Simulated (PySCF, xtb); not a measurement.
C2H5Al, SMILES [CH](=C)[AlH2].

Harmonic wavenumbers (cm⁻¹) from GFN2-xTB (xtb 6.7.1) at its own minimum, in rising order: 142, 150, 341, 457, 605, 649, 782, 921, 948, 1041, 1232, 1393, 1596, 1750, 1762, 2946, 2987, 3039.

Task: What does PBE0-D3(BJ)/def2-TZVP (PySCF) give at its own minimum? (Estimate from the structure and the level; the computed values follow.)

Result: 157, 203, 416, 519, 624, 652, 783, 1005, 1020, 1066, 1284, 1438, 1640, 1915, 1923, 3106, 3126, 3185. Paired by order, the mean absolute difference is 73 cm⁻¹ and the zero-point energies are 32.5 and 34.4 kcal/mol.
